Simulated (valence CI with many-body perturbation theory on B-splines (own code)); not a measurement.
# E1 line list for Er63+

Method: configuration interaction combined with many-body perturbation theory (CI+MBPT): three valence electrons over a frozen Dirac-Fock core [He], a basis of 11 s, 11 p, 9 d, 7 f, 5 g, 2 h, 1 i functions for each j, with the one-electron correlation potential Σ1 (screened to all orders), the two-electron term Σ2, the three-electron term Σ3, Breit, model QED; selected single and double excitations, second order for the rest (own B-spline code, finite nucleus).

The last digits are not significant, and no measured levels were compared; by estimate large intervals hold to a few tenths of a per cent, small ones and those within an open d or f shell to about a per cent.

Lines 1 to 50 of 276 in falling wavelength, among levels below 10675 eV, chosen from the strongest by gf and those to the six lowest levels. Wavelengths and rates use the calculated energies. Electric multipoles are in the length gauge, E1 and E2 with the static RPA response of the core. Weak lines are less certain than strong ones. Lines between different terms over intervals too small for the method are left out, as are lines whose strength nearly cancels. The highest levels of a list are the least certain.

Levels are named by their leading jj configuration (3d3/2^4 stands for four electrons in 3d with j = 3/2), which in mixed levels can hold well under half, so a name can repeat and another be missing. Letters in brackets count levels of one name in rising energy.

```
λ vac (nm)                          Upper                          Lower   A (s⁻¹)  log gf  Branch %
     9.607         (2s 2p3/2 3d5/2) J=9/2         (2s 2p3/2 3p3/2) J=7/2  2.12e+10   -0.53      22.9
     9.592      (2p1/2 2p3/2 3d5/2) J=9/2      (2p1/2 2p3/2 3p3/2) J=7/2  2.43e+10   -0.47       0.3
     9.571  (2p1/2 2p3/2 3d5/2) J=7/2 [b]  (2p1/2 2p3/2 3p3/2) J=5/2 [b]  1.98e+10   -0.66       0.0
     9.544  (2p1/2 2p3/2 3d5/2) J=7/2 [a]  (2p1/2 2p3/2 3p3/2) J=5/2 [a]  2.07e+10   -0.65       0.0
     9.530         (2s 2p1/2 3d5/2) J=7/2         (2s 2p1/2 3p3/2) J=5/2  2.29e+10   -0.60       0.0
     9.481     (2s 2p3/2 3d5/2) J=7/2 [a]     (2s 2p3/2 3p3/2) J=5/2 [a]  1.71e+10   -0.74       0.0
     9.457     (2s 2p3/2 3d5/2) J=7/2 [b]     (2s 2p3/2 3p3/2) J=5/2 [b]  1.77e+10   -0.72       0.0
     9.403          (2p1/2^2 3d5/2) J=5/2          (2p1/2^2 3p3/2) J=3/2  2.55e+10   -0.69       0.0
     9.290             (2s^2 3d5/2) J=5/2             (2s^2 3p3/2) J=3/2  1.95e+10   -0.82       0.0
     9.276     (2s 2p1/2 3d5/2) J=5/2 [a]     (2s 2p1/2 3p3/2) J=3/2 [a]  2.30e+10   -0.75       0.0
     8.975  (2p1/2 2p3/2 3d5/2) J=5/2 [a]  (2p1/2 2p3/2 3p3/2) J=3/2 [a]  1.95e+10   -0.85       0.0
     8.930     (2s 2p1/2 3d5/2) J=5/2 [b]     (2s 2p1/2 3p3/2) J=3/2 [b]  2.28e+10   -0.79       0.0
     7.528     (2s 2p1/2 2p3/2) J=3/2 [a]             (2s^2 2p3/2) J=3/2  8.50e+08   -2.54       1.9
     6.099         (2s 2p1/2 2p3/2) J=5/2             (2s^2 2p3/2) J=3/2  7.12e+09   -1.62      99.7
     5.276             (2s 2p1/2^2) J=1/2             (2s^2 2p1/2) J=1/2  1.95e+10   -1.79     100.0
     5.013          (2p1/2^2 2p3/2) J=3/2         (2s 2p1/2 2p3/2) J=1/2  1.22e+10   -1.74       0.3
     4.626         (2s 2p1/2 2p3/2) J=1/2             (2s^2 2p3/2) J=3/2  1.52e+10   -2.01       0.3
     4.593     (2s 2p1/2 2p3/2) J=3/2 [b]             (2s^2 2p3/2) J=3/2  1.09e+10   -1.86       0.2
     3.974          (2p1/2^2 2p3/2) J=3/2         (2s 2p1/2 2p3/2) J=5/2  6.59e+10   -1.21       1.7
     3.833  (2p1/2 2p3/2 3d3/2) J=5/2 [b]  (2p1/2 2p3/2 3p1/2) J=3/2 [b]  1.64e+11   -0.66       0.0
     3.769  (2p1/2 2p3/2 3d3/2) J=3/2 [b]  (2p1/2 2p3/2 3p1/2) J=3/2 [b]  1.92e+11   -0.79       0.0
     3.653     (2s 2p3/2 3d3/2) J=5/2 [a]         (2s 2p3/2 3p1/2) J=5/2  1.82e+11   -0.66       0.0
     3.631     (2s 2p3/2 3d3/2) J=5/2 [a]     (2s 2p3/2 3p1/2) J=3/2 [a]  1.54e+11   -0.74       0.0
     3.578         (2s 2p3/2 3d3/2) J=7/2         (2s 2p3/2 3p1/2) J=5/2  3.22e+11   -0.31       0.0
     3.576  (2p1/2 2p3/2 3d3/2) J=5/2 [a]  (2p1/2 2p3/2 3p1/2) J=3/2 [a]  2.66e+11   -0.51       0.2
     3.573     (2s 2p3/2 3d3/2) J=3/2 [a]     (2s 2p3/2 3p1/2) J=3/2 [a]  2.86e+11   -0.66       0.0
     3.570     (2s 2p3/2 3d3/2) J=5/2 [b]     (2s 2p3/2 3p1/2) J=3/2 [b]  2.29e+11   -0.58       0.0
     3.565     (2s 2p1/2 3d3/2) J=3/2 [a]     (2s 2p1/2 3p1/2) J=1/2 [a]  3.25e+11   -0.61       0.1
     3.558     (2s 2p3/2 3p3/2) J=3/2 [a]        (2s 2p3/2 3s) J=3/2 [a]  4.18e+11   -0.50       0.2
     3.554             (2s^2 3d3/2) J=3/2             (2s^2 3p1/2) J=1/2  3.37e+11   -0.59       0.0
     3.550      (2p1/2 2p3/2 3d3/2) J=7/2      (2p1/2 2p3/2 3p1/2) J=5/2  3.28e+11   -0.30       1.3
     3.546          (2p1/2^2 3d3/2) J=3/2          (2p1/2^2 3p1/2) J=1/2  3.21e+11   -0.62       0.2
     3.542         (2s 2p1/2 3d3/2) J=5/2         (2s 2p1/2 3p1/2) J=3/2  3.26e+11   -0.43       0.2
     3.536          (2p1/2^2 2p3/2) J=3/2     (2s 2p1/2 2p3/2) J=3/2 [a]  1.87e+10   -1.85       0.5
     3.532     (2s 2p3/2 3d3/2) J=1/2 [a]     (2s 2p3/2 3p1/2) J=3/2 [a]  3.87e+11   -0.84       0.0
     3.528  (2p1/2 2p3/2 3d3/2) J=3/2 [a]      (2p1/2 2p3/2 3p1/2) J=1/2  1.91e+11   -0.84       0.1
     3.523     (2s 2p1/2 3p3/2) J=3/2 [b]        (2s 2p1/2 3s) J=1/2 [b]  2.89e+11   -0.67       0.1
     3.476     (2s 2p3/2 3p3/2) J=5/2 [b]        (2s 2p3/2 3s) J=3/2 [b]  5.41e+11   -0.23       0.3
     3.475  (2p1/2 2p3/2 3p3/2) J=5/2 [a]     (2p1/2 2p3/2 3s) J=3/2 [a]  4.72e+11   -0.29       0.1
     3.459         (2s 2p1/2 3p3/2) J=1/2        (2s 2p1/2 3s) J=1/2 [b]  4.97e+11   -0.75       0.1
     3.459      (2p1/2 2p3/2 3p3/2) J=7/2         (2p1/2 2p3/2 3s) J=5/2  4.69e+11   -0.17       0.2
     3.433         (2s 2p3/2 3p3/2) J=7/2            (2s 2p3/2 3s) J=5/2  5.77e+11   -0.09      22.8
     3.404  (2p1/2 2p3/2 3p3/2) J=3/2 [b]     (2p1/2 2p3/2 3s) J=3/2 [b]  2.57e+11   -0.75       0.1
     3.400  (2p1/2 2p3/2 3d3/2) J=5/2 [b]      (2p1/2 2p3/2 3p1/2) J=5/2  1.43e+11   -0.83       0.0
     3.388     (2s 2p3/2 3p3/2) J=5/2 [a]        (2s 2p3/2 3s) J=3/2 [a]  2.75e+11   -0.55       0.1
     3.343     (2s 2p3/2 3p3/2) J=1/2 [a]        (2s 2p3/2 3s) J=3/2 [a]  5.72e+11   -0.72       0.1
     3.335     (2s 2p1/2 3p3/2) J=3/2 [a]        (2s 2p1/2 3s) J=1/2 [a]  5.88e+11   -0.41       0.4
     3.320     (2s 2p3/2 3p3/2) J=3/2 [b]        (2s 2p3/2 3s) J=3/2 [b]  2.84e+11   -0.73       0.1
     3.318             (2s^2 3p3/2) J=3/2                (2s^2 3s) J=1/2  6.45e+11   -0.37       5.6
     3.316          (2p1/2^2 3p3/2) J=3/2             (2p1/2^2 3s) J=1/2  5.31e+11   -0.46       0.2
```

Question: How does gf follow from A for the line at 3.343 nm?

Answer: gf = 1.4992 × (2J+1)_upper × A / σ², with σ = 2991763 cm⁻¹ and 2J+1 = 2: gf = 0.192.
